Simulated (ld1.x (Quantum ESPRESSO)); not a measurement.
# Varying the TM potential for Tl

Base potential:

| Property | Result |
| --- | --- |
| Element | thallium (Tl) |
| Generator | ld1.x (Quantum ESPRESSO) 7.5 |
| Type | norm-conserving Troullier–Martins (Kleinman–Bylander form) |
| Functional | PBE |
| Relativity | scalar-relativistic |
| Frozen core | [Xe] 4f14 |
| Valence charge | 13 |
| Reference configuration | 5d10 6s1.5 6p0 (charge +1.5) |
| Partial waves | 6p (bound, empty): rc 2.85 bohr; 5d (bound): rc 1.95 bohr; 6s (bound): rc 2.10 bohr |
| Local potential | the s channel |
| Core correction | none |

Cutoffs, loose and tight: the cutoffs (Ry, on a coarse ladder) from which the occupation-weighted sum of valence levels, in a spherical-Bessel basis at the reference potential, stays within 10 and 1 mRy of its value at 400 Ry. They do not see the model core or the augmentation charge, which bear on the density cutoff. Test errors are all-electron minus pseudo excitation energies from the reference, over the configurations 5d10 6s2 6p1; 5d10 6s2 6p0; 5d10 6s1 6p0; 5d9 6s2 6p1; 5d9 6s0 6p0; 5d10 6s2 6p0.5; 5d10 6s1 6p1. A dash means not determined; rows that change the core or the reference have their own tests.

```tsv
change	outcome	cutoff, loose	cutoff, tight	bound ghosts	largest test error (meV)
base	generated	50 Ry	80 Ry	none	-145
all radii scaled by about 0.86 (s 1.80, p 2.44, d 1.66 bohr)	generated	50 Ry	90 Ry	none	-136
all radii scaled by about 1.17 (s 2.46, p 3.34, d 2.28 bohr)	generated	45 Ry	70 Ry	none	-118
all radii scaled by about 1.35 (s 2.84, p 3.86, d 2.64 bohr)	generated	40 Ry	60 Ry	none	-317
```

What comes out with this change to the base: all radii scaled by about 0.79 (s 1.66, p 2.26, d 1.54 bohr)?

outcome: generated; cutoff, loose: 50 Ry; cutoff, tight: 90 Ry; bound ghosts: none; largest test error (meV): -104.

What comes out with this change to the base: all radii scaled by about 1.06 (s 2.22, p 3.00, d 2.06 bohr)?

outcome: generated; cutoff, loose: 50 Ry; cutoff, tight: 80 Ry; bound ghosts: none; largest test error (meV): -128.

What comes out with this change to the base: all radii scaled by about 1.25 (s 2.62, p 3.56, d 2.44 bohr)?

outcome: generated; cutoff, loose: 40 Ry; cutoff, tight: 70 Ry; bound ghosts: none; largest test error (meV): -165.

Reading the sweep of the scale of all radii (base = 1) (base included, trends over the rows without a ghost): The loose cutoff stays near 50 Ry. The median size of the test errors (rows with all tests solved) falls from 11.5 meV at 0.79 to 6.5 meV at 1.35. This runs against the usual rule that a larger radius transfers worse; these runs do not show why.
